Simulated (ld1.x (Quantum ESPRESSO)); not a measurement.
**What one change does to a pseudopotential (Se, ultrasoft)**

selenium, ultrasoft, made with ld1.x (Quantum ESPRESSO) 7.5 (PBE, scalar-relativistic). Core [Ar] 3d10, reference 4s2 4p4. Waves: 4s (bound): rcut 1.45, rcutus 1.60 bohr; 4s channel at -0.1 Ry: rcut 1.45, rcutus 1.60 bohr; 4p (bound): rcut 1.75, rcutus 2.00 bohr; 4p channel at -0.15 Ry: rcut 1.75, rcutus 2.00 bohr. Local part: all-electron potential smoothed inside 1.50 bohr (lloc = -1). Core correction: none. Augmentation charge: built from norm-conserving waves at rcut, not smoothed further.

All-electron outer shells of the reference configuration (PBE, scalar-relativistic, ld1.x):

```tsv
shell	level (eV)	outermost node (bohr)	outermost maximum (bohr)
3p	-152.98	0.21	0.50
3d	-53.12	–	0.45
4s	-17.29	0.70	1.51
4p	-6.51	0.74	1.82
```

Change: all radii scaled by about 1.16 (s 1.86, p 2.32 bohr, rcut 1.68/2.04); local potential all-electron potential smoothed inside 1.74 bohr (lloc = -1).

Cutoffs: the cutoffs (Ry, on a coarse ladder) from which the occupation-weighted sum of valence levels, in a spherical-Bessel basis at the reference potential, stays within 10 and 1 mRy of its value at 400 Ry; they do not see the model core or the augmentation charge, which bear on the density cutoff. Errors are all-electron minus pseudo energies relative to the spin-unpolarised reference configuration.

Q: How do hardness, ghosts and transferability respond?

A: The potential gets softer (15 Ry and 25 Ry → 12 Ry and 15 Ry); the number of tests that count goes from 7 to 5; of the 5 tests that both files solve, the error grows in 1 and shrinks in 0 by more than 15 % and 0.3 meV (median size 24.5 → 23.2 meV); neither file shows a bound ghost at the reference potential, the only one tested. A larger radius leaves more room for a smooth pseudo-wave, so fewer plane waves are needed.

| quantity | base | changed |
| --- | --- | --- |
| cutoff, loose | 15 Ry | 12 Ry |
| cutoff, tight | 25 Ry | 15 Ry |
| loose cutoff by channel (10 mRy a level) | s 10 Ry, p 10 Ry | s 6 Ry, p 10 Ry |
| bound ghosts | none | none |
| tests counted (converged, no solver errors) | 7 of 7 | 5 of 7 |
| error for 4s2 4p3, meV [ΔE 10.84 eV] | -5.0 | -5.1 |
| error for 4s2 4p2, meV [ΔE 31.19 eV] | -24 | -23 |
| error for 4s2 4p1, meV [ΔE 62.06 eV] | -62 | -56 |
| error for 4s2 4p0, meV [ΔE 104.25 eV] | -82 | -74 |
| error for 4s0 4p6, meV [ΔE 21.96 eV] | +9.6 | +13 |
| lowest overlap eigenvalue by channel | s 0.32, p 0.64 | s 0.36, p 0.73 |

Changed file: Tests not counted: 4s1 4p5 (pseudo-atom not self-consistent, printed error +3.1 meV); 4s2 4p4.3 (pseudo-atom not self-consistent, printed error +0.1 meV).
